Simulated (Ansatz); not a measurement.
CH₃CdClO, singlet, geometry from GFN2-xTB (such geometries of metal compounds can be far from the true shape) (core potentials on Cd); HF/def2-QZVPPD run with Ansatz (an electronic-structure program).

Ansatz was given this input:
Ansatz 0.2 input:
```yaml
crystal:
  periodic: [false, false, false]
  atoms:
    - {symbol: Cd, position_ang: [0.60310345, -0.26726140, 0.15543026]}
    - {symbol: Cl, position_ang: [-0.67964898, 1.32027018, 1.17808488]}
    - {symbol: O, position_ang: [-0.30952358, -0.92479260, -1.50497967]}
    - {symbol: C, position_ang: [-1.54307679, -0.29783552, -1.68988213]}
    - {symbol: H, position_ang: [-1.44813769, 0.79444230, -1.81920542]}
    - {symbol: H, position_ang: [-1.95762001, -0.71065618, -2.61576080]}
    - {symbol: H, position_ang: [-2.25452581, -0.51447767, -0.87399944]}
basis:
  gaussian:
    orbitals: def2-QZVPPD.json
hamiltonian:
  xc: hf
```
The basis file holds def2-QZVPPD in the JSON format of the Basis Set Exchange.

Predict the main parts of the log of this Ansatz run.


```
Functional definition: HF
1694 factors; their error is unknown
mean field evaluation 1: about -20157.3998 eV, gradient 4.3e1 eV
mean field evaluation 2: about -20159.3379 eV, gradient 3.5e1 eV
mean field evaluation 4: about -20161.3680 eV, gradient 1.5e0 eV
mean field evaluation 8: about -20161.3753 eV, gradient 4.7e-2 eV
mean field -20161.47510033 eV, -740.9205439985 hartree, gradient 4.7e-5 eV, S^2 0.000000; 0 other end points of the search recorded, 0 dependent functions left out
reference -20161.47510033 eV, -740.9205439985 hartree; 27, 27 occupied and 368, 368 virtual orbitals, 1694 factors
Total energy: -20161.47510033 eV, -740.9205439985 hartree
```
